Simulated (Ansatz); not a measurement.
[WO3(OH)]- (WO4H⁻). The state is a singlet with charge -1. Geometry r2SCAN-D4/def2-SVPD; atoms count from 1.

```xyz
6

W    -0.032    0.071    0.452
O     0.957    1.169    1.409
O    -1.733    0.511    0.584
O     0.169   -1.585    1.019
O     0.543    0.204   -1.417
H     0.096   -0.370   -2.048
```

In the def2 sets W takes a core potential; there is no spin–orbit coupling.

Q: Estimate the Mulliken populations from the PBE0/def2-TZVPD orbitals of Ansatz.

A: 
```csv
atom,charge (e),d electrons
W1,1.76,3.36
O2,-0.73,–
O3,-0.76,–
O4,-0.76,–
O5,-0.78,–
H6,0.27,–
```
Mulliken values depend strongly on the basis. With diffuse functions, as here, like atoms can get unlike values, and bond orders can come out too low or too high.

Q: And the Mayer bond orders between heavy atoms (over 0.3)?

A: W1–O2 1.68 (1.76 Å); W1–O3 1.68 (1.76 Å); W1–O4 1.68 (1.76 Å); W1–O5 0.69 (1.96 Å).
